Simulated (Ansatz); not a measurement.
C5H7F (SMILES C=C(C)/C=C\F) moved off its minimum; all values from Ansatz (a quantum-chemistry and plane-wave program), cores frozen in correlated methods.
(charge 0, multiplicity 1)
```xyz
13

C      0.53013     2.15870    -0.59436
C      0.03230     0.82392    -0.31456
C     -1.49647     0.63711    -0.08049
C      1.05390    -0.22128     0.24247
C      0.80989    -1.40263     0.44899
F     -0.59032    -1.96785     0.61364
H      1.65759     2.14371    -0.64266
H     -0.27469     2.93603    -0.77535
H     -2.04448     1.60543    -0.23930
H     -1.64972     0.58080     1.01823
H     -1.75247    -0.19220    -0.89701
H      1.97735    -0.03486    -0.29949
H      1.64156    -2.23536     0.59766
```

Forces at PBE/def2-TZVPP (eV/Å):

```csv
atom,Fx,Fy,Fz
C1,-1.108,-4.401,0.460
C2,0.852,3.677,2.031
C3,1.145,0.125,-1.608
C4,-1.018,8.735,-4.926
C5,-2.065,-10.690,2.601
F6,3.230,1.139,-0.136
H7,-1.176,1.126,-0.085
H8,1.564,-0.523,-0.088
H9,0.460,-0.608,-0.776
H10,-0.189,-1.433,-0.500
H11,-0.454,1.321,2.377
H12,0.901,0.159,0.888
H13,-2.140,1.371,-0.239
```

**Question.** Give the forces (eV/Å), the total energy and the dipole at CCSD(T)/aug-cc-pVTZ.

**Answer.** 
```json
[
 {"atom": "C1", "Fx": "-1.059", "Fy": "-4.341", "Fz": "0.491"},
 {"atom": "C2", "Fx": "0.779", "Fy": "3.678", "Fz": "1.983"},
 {"atom": "C3", "Fx": "0.959", "Fy": "0.163", "Fz": "-1.538"},
 {"atom": "C4", "Fx": "-0.752", "Fy": "9.077", "Fz": "-5.182"},
 {"atom": "C5", "Fx": "-2.253", "Fy": "-11.332", "Fz": "2.708"},
 {"atom": "F6", "Fx": "3.582", "Fy": "1.393", "Fz": "-0.168"},
 {"atom": "H7", "Fx": "-1.366", "Fy": "1.171", "Fz": "-0.099"},
 {"atom": "H8", "Fx": "1.730", "Fy": "-0.643", "Fz": "-0.068"},
 {"atom": "H9", "Fx": "0.573", "Fy": "-0.761", "Fz": "-0.805"},
 {"atom": "H10", "Fx": "-0.163", "Fy": "-1.507", "Fz": "-0.685"},
 {"atom": "H11", "Fx": "-0.447", "Fy": "1.441", "Fz": "2.552"},
 {"atom": "H12", "Fx": "0.765", "Fy": "0.078", "Fz": "1.096"},
 {"atom": "H13", "Fx": "-2.347", "Fy": "1.582", "Fz": "-0.285"}
]
```
Energy -293.9906 hartree, dipole 1.78 D.

Doubts at one or more of the structures used: a restricted determinant that unrestricted orbitals would lower (CCSD(T)/aug-cc-pVTZ).
